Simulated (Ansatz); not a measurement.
Mulliken charges of `F[SiH2][S][GeH3]` from r2SCAN/def2-TZVPP in Ansatz (PBE0-D4/def2-TZVP geometry).

```
atom   x (Å)   y (Å)   z (Å)  charge (e)
  F1  -0.930   1.340  -1.600      -0.321
 Si2   0.414   1.407  -0.734       0.598
  S3   1.273  -0.502  -0.490      -0.370
 Ge4  -0.332  -1.450   0.746       0.234
  H5   1.400   2.231  -1.466      -0.076
  H6   0.031   2.001   0.568      -0.080
  H7  -1.350  -2.130  -0.177       0.005
  H8   0.375  -2.481   1.632       0.005
  H9  -1.007  -0.359   1.590       0.006
```

**Question.** By hand: the dipole of these point charges (1 e Å = 4.8032 D).

**Answer.** Σ q r = (-0.122, -0.097, 0.513) e Å, of length 0.536 e Å = 2.57 D.

**Question.** How does the dipole of the full density compare? (Best estimate.)

**Answer.** Ansatz gave: (-0.032, -0.081, 0.281) e Å, 1.41 D; the point charges give 1.82 times that, at 9° from its direction.

Point charges leave out the atoms' own dipoles, such as those of lone pairs, and Mulliken's split depends on the basis, so the two needn't agree.
